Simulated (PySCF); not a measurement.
Spinor energies of Lu (lutetium, neutral)

Start: [Xe] 4f14 5d1 6s2; 5d3/2 filled at m_j = +3/2. Calculated with PySCF 2.14 in x2c-TZVPPall-2c (11s11p10d2f2g, 126 functions): generalised Hartree-Fock with the X2C-1e Hamiltonian and a Gaussian nucleus; one run each with spin-orbit coupling (SO) switched off, then screened by Boettger's factors.

```csv
spinor shell,electrons,"ε, spin-free (eV)","ε, screened SO (eV)",weight of nominal j (screened SO),"rms radius, screened SO (bohr)"
1s1/2,2,-63649.6,-63632.7,1.000,0.0219
2s1/2,2,-10969.7,-10964.5,1.000,0.0884
2p1/2,2,-9650.4,-10445.3,1.000,0.0754
2p3/2,4,-9650.4,-9322.3,1.000,0.0825
3s1/2,2,-2544.1,-2542.3,1.000,0.227
3p1/2,2,-2141.0,-2312.8,1.000,0.218
3p3/2,4,-2141.0,-2068.9,1.000,0.232
3d3/2,4,-1653.0,-1683.8,1.000,0.206
3d5/2,6,-1653.0,-1630.9,1.000,0.210
4s1/2,2,-535.76,-535.18,1.000,0.509
4p1/2,2,-401.01,-440.36,1.000,0.520
4p3/2,4,-401.01,-384.32,1.000,0.552
4d3/2,4,-221.88,-227.93,1.000,0.585
4d5/2,6,-221.88,-217.33,1.000,0.597
5s1/2,2,-73.466,-73.285,1.000,1.27
5p1/2,2,-39.012,-44.458,0.999,1.43
5p3/2,4,-39.012,-36.566,1.000,1.54
4f5/2,6,-22.380,-23.024,1.000,0.796
4f7/2,8,-22.380,-21.409,1.000,0.802
6s1/2,2,-6.133,-6.095,0.976,4.14
5d3/2,1,-5.176,-5.326,0.997,3.05
```

```
   quantity     spin-free   screened SO
E (hartree)  -14552.39137  -14566.83068
        M_J           3/2           3/2
       ⟨J²⟩         3.864         3.779
       ⟨L²⟩         6.170         6.275
       ⟨S²⟩         0.842         0.947
```

Each row is a mean over spinors that exchange with the open shell spreads, by up to 1.637 eV (5p1/2).

Breit and QED terms are absent; they matter most for the inner s and p1/2 levels.

Densities and radii are taken from the X2C orbitals without a picture-change correction, which distorts them close to the nucleus.

Without spin-orbit coupling the j labels of p, d and f shells carry no meaning; the spin-free column gives the mean over the occupied spinors of each nl shell, and its ⟨J²⟩ belongs to a mixture of degenerate components.
